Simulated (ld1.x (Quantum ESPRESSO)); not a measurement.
# Scattering properties, PAW potential for Gd

```
Element                 : gadolinium (Gd)
Generator               : ld1.x (Quantum ESPRESSO) 7.5
Type                    : PAW
Functional              : PBE
Relativity              : scalar-relativistic
Frozen core             : [Kr] 4d10
Valence charge          : 18
Reference configuration : 4f7 5s2 5p6 5d1 6s1.5 6p0 (charge +0.5)
Partial waves           : 5s (bound): rcut 2.10, rcutus 2.30 bohr; 6s (bound): rcut 2.10, rcutus 2.30 bohr; 5p (bound): rcut 2.25, rcutus 3.05 bohr; 6p (bound, empty): rcut 2.25, rcutus 3.05 bohr; 5d (bound): rcut 3.45, rcutus 4.05 bohr; 5d channel at 1.05 Ry: rcut 3.45, rcutus 4.05 bohr; 4f (bound): rcut 0.85, rcutus 1.15 bohr; 4f channel at 0.05 Ry: rcut 0.85, rcutus 1.15 bohr
Local potential         : all-electron potential smoothed inside 3.05 bohr (lloc = -1)
Core correction         : Bessel-smoothed model core inside 0.60 bohr
Augmentation charge     : BG, radius 0.90 bohr
```

The phase is arctan(r·u′/u) with u = r·R(r), unwrapped; energies in Ry, scanned from -6 to 5 Ry. A pole is an energy at which the radial function vanishes at the test radius. The pseudo phase is shifted by a multiple of π to meet the all-electron one at the reference energy, and phase errors are pseudo minus all-electron; the curves can meet again beyond the range given. Levels narrower than the energy grid can be missing from the lists of poles.

```json
{"channel": "s", "radius (bohr)": "4.41", "reference energy (Ry)": "-0.49", "poles, all-electron": "-0.04, 2.89", "poles, pseudo": "-0.04, 2.81", "unbroken range about the reference energy with phases within 0.05 rad": "below 1.2", "phase error 1 Ry above the reference energy (rad)": "-0.001"}
{"channel": "p", "radius (bohr)": "4.41", "reference energy (Ry)": "-0.25", "poles, all-electron": "0.56, 3.71", "poles, pseudo": "0.54, 2.80", "unbroken range about the reference energy with phases within 0.05 rad": "below 1.1", "phase error 1 Ry above the reference energy (rad)": "-0.013"}
{"channel": "d", "radius (bohr)": "4.41", "reference energy (Ry)": "-0.39", "poles, all-electron": "-0.28, 1.75", "poles, pseudo": "-0.28, 1.72, 4.88", "unbroken range about the reference energy with phases within 0.05 rad": "below 2.5", "phase error 1 Ry above the reference energy (rad)": "-0.026"}
{"channel": "f", "radius (bohr)": "4.41", "reference energy (Ry)": "-0.86", "poles, all-electron": "-0.86, 1.26, 3.68", "poles, pseudo": "-0.86, 1.26, 3.82", "unbroken range about the reference energy with phases within 0.05 rad": "below 2.1", "phase error 1 Ry above the reference energy (rad)": "+0.000"}
```

Phases in the p channel:

| E (Ry) | all-electron | pseudo |
| --- | --- | --- |
| -6.00 | 1.474 | 1.474 |
| -5.74 | 1.472 | 1.472 |
| -5.48 | 1.470 | 1.470 |
| -5.22 | 1.467 | 1.467 |
| -4.96 | 1.464 | 1.464 |
| -4.70 | 1.460 | 1.460 |
| -4.44 | 1.457 | 1.457 |
| -4.18 | 1.453 | 1.453 |
| -3.92 | 1.448 | 1.448 |
| -3.66 | 1.443 | 1.443 |
| -3.40 | 1.438 | 1.438 |
| -3.14 | 1.431 | 1.431 |
| -2.88 | 1.423 | 1.423 |
| -2.62 | 1.413 | 1.413 |
| -2.36 | 1.397 | 1.397 |
| -2.10 | 1.402 | 1.402 |
| -1.84 | 1.380 | 1.380 |
| -1.58 | 1.357 | 1.357 |
| -1.32 | 1.326 | 1.325 |
| -1.06 | 1.278 | 1.277 |
| -0.80 | 1.191 | 1.190 |
| -0.54 | 0.978 | 0.977 |
| -0.28 | 0.081 | 0.082 |
| -0.02 | -1.142 | -1.143 |
| 0.24 | -1.435 | -1.439 |
| 0.50 | -1.551 | -1.558 |
| 0.76 | -1.623 | -1.637 |
| 1.02 | -1.688 | -1.718 |
| 1.28 | -1.767 | -1.853 |
| 1.54 | -1.907 | -2.345 |
| 1.80 | -2.329 | -4.114 |
| 2.06 | -3.774 | -4.505 |
| 2.32 | -4.363 | -4.618 |
| 2.58 | -4.525 | -4.676 |
| 2.84 | -4.601 | -4.718 |
| 3.10 | -4.646 | -4.753 |
| 3.36 | -4.679 | -4.789 |
| 3.62 | -4.705 | -4.832 |
| 3.88 | -4.728 | -4.894 |
| 4.14 | -4.750 | -5.009 |
| 4.40 | -4.774 | -5.329 |
| 4.66 | -4.803 | -6.606 |
| 4.92 | -4.843 | -7.408 |
